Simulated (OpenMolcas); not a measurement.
**Co5+, Rh5+, Ir5+: d⁴ down the group**

```json
{
 "Program": "OpenMolcas 26.06",
 "Method": "MS-CASPT2, IPEA 0.25 Eh, imaginary shift 0.1 Eh",
 "Basis": "ANO-RCC-VQZP",
 "Scalar Hamiltonian": "DKH2, point nucleus",
 "Spin-orbit coupling": "state interaction with AMFI integrals over the reference wave functions, term energies averaged over their components"
}
```

Active space for each ion: 4 electrons in 10 orbitals (d d); closed shells correlated by CASPT2: Co5+ 3s 3p; Rh5+ 4s 4p; Ir5+ 5s 5p.

Computed levels in cm-1 above ⁵D₀:

```json
{"Level": "⁵D₁", "Co5+": "212", "Rh5+": "661", "Ir5+": "5670"}
{"Level": "⁵D₂", "Co5+": "619", "Rh5+": "1725", "Ir5+": "10410"}
{"Level": "⁵D₃", "Co5+": "1194", "Rh5+": "3020", "Ir5+": "13930"}
{"Level": "⁵D₄", "Co5+": "1914", "Rh5+": "4450", "Ir5+": "16000"}
{"Level": "³H₄", "Co5+": "28770", "Rh5+": "19840", "Ir5+": "24400"}
{"Level": "³P₁(1)", "Co5+": "28940", "Rh5+": "21470", "Ir5+": "30010"}
{"Level": "³H₅", "Co5+": "29260", "Rh5+": "21440", "Ir5+": "30420"}
{"Level": "³H₆", "Co5+": "29790", "Rh5+": "22690", "Ir5+": "33160"}
{"Level": "³F₂(1)", "Co5+": "31130", "Rh5+": "23080", "Ir5+": "29240"}
{"Level": "weight of ⁵D in the lowest level (%)", "Co5+": "100", "Rh5+": "96", "Ir5+": "61"}
```

Mixed levels, with the weight of the term that names them: Ir5+ ⁵D₀ (61 %), Ir5+ ⁵D₄ (61 %), Ir5+ ³H₄ (55 %), Ir5+ ³P₁(1) (74 %), Ir5+ ³H₆ (72 %), Ir5+ ³F₂(1) (63 %).

Measured, with the error of the calculation in %. Measured levels: Co5+ from Sugar and Corliss, J. Phys. Chem. Ref. Data 10, 1097 (1981).

```csv
Level,Co5+
⁵D₁,204 (+3.9)
⁵D₂,589 (+5.0)
⁵D₃,1125 (+6.2)
⁵D₄,1782 (+7.4)
³H₄,28377 (+1.4)
³P₁(1),28462 (+1.7)
³H₅,28806 (+1.6)
³H₆,29234 (+1.9)
³F₂(1),30555 (+1.9)
```

The fine-structure level ⁵D₄ changes by a factor of 8.36 from Co5+ to Ir5+.

Without spin-orbit coupling ³H lies 28230, 18990, 17250 cm-1 above ⁵D in that order; the difference to the level ³H₄, of either sign, comes from spin-orbit coupling, which also lowers the zero.

CASPT2 breaks the degeneracy within a term, and the mean is taken; among the terms shown or strongly mixed into the levels shown the widest spread is 930 cm-1 (5d⁴ ¹I, Ir5+). Active for correlation alone: 4d; no level in the range computed is led by a configuration that fills it, so any true level of that kind is missing (holds for Co5+). Active for correlation alone: 5d; no level in the range computed is led by a configuration that fills it, so any true level of that kind is missing (holds for Rh5+). Active for correlation alone: 6d; no level in the range computed is led by a configuration that fills it, so any true level of that kind is missing (holds for Ir5+). The CASPT2 spread within a term exceeds the gap to the next term for 5d⁴ ³D and 5d⁴ ¹I, so the order of their levels is uncertain (holds for Ir5+). Measured partners are found by configuration, term and J. A level has none where our copy of the source lacks it or the pairing is in doubt (some pairs that miss far off the trend of their configuration count as doubtful), and it then counts in no deviation. Only configurations of the active space appear.

A number in round brackets counts repeated terms of one configuration in the order of the reference energies.
